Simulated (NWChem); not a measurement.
System: C$_{3}$H$_{4}$F$_{2}$Si; SMILES [SiH2](C(F)F)C#C

The following NWChem deck was run.

```
start job
memory heap 200 mb stack 900 mb global 1100 mb
geometry units angstroms noautoz
  C      0.614869     2.979805    -0.261228
  C      0.031318     1.936144    -0.049492
  Si    -0.828861     0.355211     0.240989
  C      0.257819    -1.102123    -0.383420
  F     -0.454227    -2.267516    -0.195226
  F      1.402513    -1.178977     0.374426
  H      1.125999     3.900473    -0.439714
  H     -2.112601     0.328601    -0.503595
  H     -1.059430     0.134983     1.687684
  H      0.562091    -1.068298    -1.437326
end
basis spherical
  C library cc-pvdz
  Si library cc-pvdz
  F library cc-pvdz
  H library cc-pvdz
end
dft
  xc xtpss03 ctpss03
  iterations 150
  mulliken
end
task dft energy
```

Coordinates come from a B3LYP/6-31G* (spherical d) optimisation.

Question: Give the results of this calculation. (TPSS/cc-pVDZ.) Quantities: basis functions; energy (Ha); highest occupied level (eV); orbital gap (eV); dipole (D).

Answer: 
```json
{
  "number_of_basis_functions": "108",
  "energy (Ha)": "-605.90",
  "highest occupied level (eV)": "-6.82",
  "orbital gap (eV)": "5.80",
  "dipole (D)": "2.01"
}
```
